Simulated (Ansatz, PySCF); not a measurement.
Gas-phase reaction (SMILES): C[Si](C)(C)F [fluoro(trimethyl)silane] + [H][H] (H2) → C[SiH](C)C + F (HF); hydrogen cleaves one Si-F bond, a model of a ligand-exchange step.

Structures are relaxed separately at B3LYP-D3(BJ)/def2-TZVP in Ansatz (an electronic-structure program). Valence correlation only, unless marked. Spin-orbit coupling is left out. No relativistic terms. CBS(X,Y): correlation extrapolated as X^-3; Hartree-Fock from the larger set. Thermal terms are rigid-rotor harmonic-oscillator values from B3LYP-D3(BJ) frequencies (Ansatz or PySCF) at 298.15 K and 1 atm. 1 Eh = 627.5095 kcal/mol.

```json
[
 {"species": "C[Si](C)(C)F", "E, CCSD(T)/CBS(cc-pV(T+d)Z,cc-pV(Q+d)Z) (Ansatz) (Eh)": "-508.54862", "E, r2SCAN-D4/def2-TZVPD (Ansatz + dftd4) (Eh)": "-509.14178", "H - E (Eh)": "0.12234"},
 {"species": "[H][H] (H2)", "E, CCSD(T)/CBS(cc-pV(T+d)Z,cc-pV(Q+d)Z) (Ansatz) (Eh)": "-1.17450", "E, r2SCAN-D4/def2-TZVPD (Ansatz + dftd4) (Eh)": "-1.17100", "H - E (Eh)": "0.01336"},
 {"species": "C[SiH](C)C", "E, CCSD(T)/CBS(cc-pV(T+d)Z,cc-pV(Q+d)Z) (Ansatz) (Eh)": "-409.27984", "E, r2SCAN-D4/def2-TZVPD (Ansatz + dftd4) (Eh)": "-409.81168", "H - E (Eh)": "0.12691"},
 {"species": "F (HF)", "E, CCSD(T)/CBS(cc-pV(T+d)Z,cc-pV(Q+d)Z) (Ansatz) (Eh)": "-100.39146", "E, r2SCAN-D4/def2-TZVPD (Ansatz + dftd4) (Eh)": "-100.44728", "H - E (Eh)": "0.01259"}
]
```

**Question.** Work out ΔE and ΔH at 298.15 K at the first level, then ΔH at the second.

**Answer.** 
1. ΔE = [(-409.27984) + (-100.39146)] - [(-508.54862) + (-1.17450)] = 0.05182 Eh = 32.5 kcal/mol at CCSD(T)/CBS(cc-pV(T+d)Z,cc-pV(Q+d)Z).
2. The terms H - E add up to 0.00380 Eh, so ΔH = (0.05182 + (0.00380))×627.5095 = 34.9 kcal/mol.
3. At r2SCAN-D4/def2-TZVPD the same steps give ΔE = 33.8 and ΔH = 36.2 kcal/mol, a shift of +1.3 from the first level.
4. These values are not checked against measurement here, since the tables used lack a sound gas-phase enthalpy of formation for at least one species.
